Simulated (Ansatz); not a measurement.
Consider the formal exchange of groups at a B–F bond: `FBCF` + `BN=C` → `BN=CBCF` + H–F.

Gas-phase electronic energies from Ansatz, PBE0-D4/def2-TZVP geometries. CCSD(T)/CBS is the MP2 limit (def2-TZVPP, def2-QZVPP) plus CCSD(T) − MP2 in def2-TZVPP, frozen cores. This one scheme is used for every species. Functionals use def2-TZVPP. Each species was taken in one conformer, which may not be the lowest.

`FBCF`:

Z-matrix (Å, degrees):
```
C
B 1 1.564
F 1 1.381 2 114.5
H 1 1.100 2 109.5 3 122.4
H 1 1.100 2 109.5 3 -122.4
F 2 1.316 1 120.9 3 -0.0
H 2 1.200 1 120.7 3 -180.0
```

`BN=C`:

Cartesian coordinates in Å:
```
B -0.446 -1.172 -0.353
N 0.016 0.043 0.013
C 0.441 1.159 0.350
H 0.191 -2.141 -0.058
H -1.476 -1.235 -0.960
H 0.166 1.609 1.308
H 1.107 1.735 -0.299
```

`BN=CBCF`:

Cartesian coordinates in Å:
```
B -2.773 -0.668 0.099
N -1.561 -0.119 0.277
C -0.415 0.376 0.426
B 0.819 -0.180 -0.352
C 2.243 0.415 -0.190
F 2.337 1.478 0.699
H -3.481 -0.226 -0.760
H -3.101 -1.574 0.808
H -0.305 1.216 1.122
H 0.671 -1.097 -1.103
H 2.941 -0.370 0.139
H 2.624 0.749 -1.167
```

H–F:

```xyz
2

F     0.374    0.055   -0.262
H    -0.374   -0.055    0.262
```

| level | ΔE (kJ/mol) |
| --- | --- |
| ωB97M-V | 134.3 |
| r2SCAN | 132.0 |
| HF/def2-TZVPP | 155.0 |
| MP2/def2-TZVPP | 129.1 |

**Question.** What does CCSD(T)/CBS give? (Best estimate.)

**Answer.** Computed: +126.0 kJ/mol. The listed levels differ from it by 8.3, 6.0, 29.0, 3.1 kJ/mol.

Largest T1 diagnostic among the species: 0.016.

In def2-TZVPP, CCSD(T) changes the Hartree–Fock value by −24.4 kJ/mol (the triples alone add −3.5 kJ/mol) and MP2 by −25.9 kJ/mol. From PBE to PBE0 (25 % exact exchange), in def2-TZVPP and without D4, ΔE moves by +3.5 kJ/mol. The D4 term adds −6.8 kJ/mol with B3LYP and −4.0 kJ/mol with PBE0; it sums over pairs of atoms, weighted by their polarisabilities, and B3LYP, whose exchange is more repulsive, gets the larger term.

B3LYP here is the variant with VWN-RPA as its local correlation; programs differ in this.
